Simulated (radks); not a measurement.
Effect of the nuclear size on neutral neodymium, [Xe] 4f4 6s2. Method: Dirac Kohn-Sham, BLYP, spin-unpolarised, spherical densities, finite nucleus; open shells fill j = l - 1/2 first; Fermi nuclear charge, rms radius 4.9123 fm; computed with a radial shooting solver on a logarithmic mesh with Libxc functionals. The rms radius is varied about that value; shifts are against it.

| rms radius (fm) | total energy shift (eV) | density at nucleus (e/bohr^3) | 1s1/2 shift (meV) | 2s1/2 shift (meV) | 5s1/2 shift (meV) | 5p1/2 shift (meV) | 6s1/2 shift (meV) | 4f5/2 shift (meV) | 6p1/2 (empty) shift (meV) |
|---|---|---|---|---|---|---|---|---|---|
| 4.3818 | -2.65 | 4.655e+05 | -1100 | -137 | -0.982 | 0.142 | -0.047 | 0.218 | 0.039 |
| 4.4849 | -2.15 | 4.631e+05 | -892 | -111 | -0.798 | 0.116 | -0.038 | 0.177 | 0.031 |
| 4.9123 | 0 | 4.538e+05 | 0.000 | 0.000 | 0.000 | 0.000 | 0.000 | 0.000 | 0.000 |
| 5.3102 | 2.14 | 4.46e+05 | 887 | 110 | 0.793 | -0.115 | 0.038 | -0.176 | -0.031 |
| 5.9635 | 5.93 | 4.346e+05 | 2460 | 306 | 2.20 | -0.319 | 0.106 | -0.489 | -0.086 |

Slopes of the eigenvalues against <r^2> in GHz/fm^2, as finite differences over the two radii next to the reference (eigenvalue slopes, not the field-shift constants of lines): 1s1/2 53200, 2s1/2 6620, 5s1/2 47.6, 5p1/2 -6.90, 6s1/2 2.29, 4f5/2 -10.6, 6p1/2 (empty) -1.87.
